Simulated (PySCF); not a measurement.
The dipole of `CSc1cc(C)cc(C#N)c1` from its density and from atomic charges.

Coordinates (GFN2-xTB, Å) and charges (e) from the PBE0/pcSseg-1 density (PySCF):

| atom | x | y | z | Mulliken | IAO | Hirshfeld | ESP-fitted |
| --- | --- | --- | --- | --- | --- | --- | --- |
| C1 | 3.370 | -0.552 | -0.425 | -0.4056 | -0.5085 | -0.1122 | -0.3732 |
| S2 | 2.581 | 1.082 | -0.489 | +0.1083 | +0.1670 | +0.0319 | -0.1332 |
| C3 | 0.861 | 0.739 | -0.283 | -0.3635 | -0.0941 | -0.0124 | +0.0358 |
| C4 | 0.334 | -0.535 | -0.110 | +0.1089 | -0.1742 | -0.0586 | -0.0670 |
| C5 | -1.034 | -0.724 | 0.049 | -0.3562 | +0.0347 | +0.0186 | +0.1935 |
| C6 | -1.595 | -2.099 | 0.244 | -0.1180 | -0.4265 | -0.1113 | -0.5912 |
| C7 | -1.880 | 0.375 | 0.039 | +0.1051 | -0.1576 | -0.0460 | -0.2810 |
| C8 | -1.354 | 1.655 | -0.135 | -0.2544 | -0.0378 | +0.0093 | +0.0133 |
| C9 | -2.221 | 2.772 | -0.142 | +0.1462 | +0.1433 | +0.0792 | +0.3837 |
| N10 | -2.931 | 3.672 | -0.144 | -0.2407 | -0.2401 | -0.2208 | -0.4619 |
| C11 | 0.014 | 1.842 | -0.298 | +0.1396 | -0.1501 | -0.0498 | -0.2797 |
| H12 | 3.006 | -1.174 | -1.237 | +0.1611 | +0.1594 | +0.0492 | +0.1347 |
| H13 | 4.431 | -0.364 | -0.553 | +0.1680 | +0.1781 | +0.0605 | +0.2087 |
| H14 | 3.194 | -1.015 | 0.542 | +0.1612 | +0.1593 | +0.0492 | +0.1338 |
| H15 | 0.979 | -1.399 | -0.099 | +0.0733 | +0.1467 | +0.0461 | +0.1371 |
| H16 | -2.440 | -2.263 | -0.422 | +0.1367 | +0.1581 | +0.0519 | +0.1822 |
| H17 | -0.844 | -2.862 | 0.054 | +0.1145 | +0.1481 | +0.0490 | +0.1593 |
| H18 | -1.951 | -2.215 | 1.268 | +0.1433 | +0.1607 | +0.0517 | +0.1829 |
| H19 | -2.945 | 0.245 | 0.164 | +0.0764 | +0.1627 | +0.0576 | +0.1965 |
| H20 | 0.420 | 2.832 | -0.437 | +0.0958 | +0.1708 | +0.0570 | +0.2257 |

Question: Form Σ q r in debye for every column and set it beside the full dipole.

Answer: The full density gives (2.99, -5.50, 0.21) D, 6.26 D in size; dipole vectors point from the negative to the positive end.

| scheme | μx | μy | μz | size (D) | share of the full size (%) | angle to the full dipole (°) |
| --- | --- | --- | --- | --- | --- | --- |
| Mulliken | 3.09 | -6.07 | 0.30 | 6.82 | 109 | 2 |
| IAO | 3.09 | -3.65 | 0.04 | 4.78 | 76 | 12 |
| Hirshfeld | 2.79 | -3.54 | 0.03 | 4.51 | 72 | 10 |
| ESP-fitted | 3.02 | -5.54 | 0.21 | 6.31 | 101 | 0 |

Question: Which set comes closest?

Answer: Length of the difference vector: ESP-fitted 0.06 D, Mulliken 0.59 D, IAO 1.86 D, Hirshfeld 1.98 D. Closest: ESP-fitted. ESP charges are fitted to the potential around the molecule, whose slowest-falling term is the dipole's. 

Question: What is left for the Hirshfeld atoms' own dipoles?

Answer: The Hirshfeld atoms' densities add up to the full density, so μ = Σ q r + Σ (atomic dipoles). The atomic dipoles sum to (2.99, -5.50, 0.21) − (2.79, -3.54, 0.03) = (0.20, -1.96, 0.18) D, 1.98 D in size.

Question: With the origin at the mean of the coordinates, (0.000, 0.001, -0.121) Å, which are the largest single terms, by size, of the Hirshfeld dipole along the direction of the full one?

Answer: N10 +4.90, C9 -1.33, C1 -1.12, H13 +0.70, H20 -0.63 D; all 20 atoms together +4.44 D. The single terms depend on the origin, their sum doesn't.

Question: Give the size of the full dipole in other units.

Answer: 6.26 D = 2.463 au = 1.303 e·Å = 20.88 × 10⁻³⁰ C·m.

Geometry: GFN2-xTB, one conformer, isolated molecule.

The values belong to the conformer `[CH3:1][S:2][c:3]1[cH:4][c:5]([CH3:6])[cH:7][c:8]([C:9]#[N:10])[cH:11]1`: C1–S2–C3–C4 0°.
